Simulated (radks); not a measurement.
Values are calculated unless marked as measured or tabulated.
Question: Successive ionisation energies (eV) of one element, from differences of total energies of ions in their ground configurations, starting at charge 22: 992.15, 1041.4, 1151.2, 1205.9, 2940.8, 3081.0, 3219.6, 3412.4, 3561.6, 3709.0, 3961.1, 4106.3, 17279.5, 17903.8. Code: a radial shooting solver on a logarithmic mesh with Libxc functionals. Model: scalar-relativistic Kohn-Sham, exchange-only LDA, spin-polarised, spherical densities, point nucleus; open shells are filled with parallel spins first. Which element is it?

Answer: Krypton (Z = 36). The first species listed is Kr22+ in [Ne] 3s2 3p2, the last Kr35+ in 1s1.
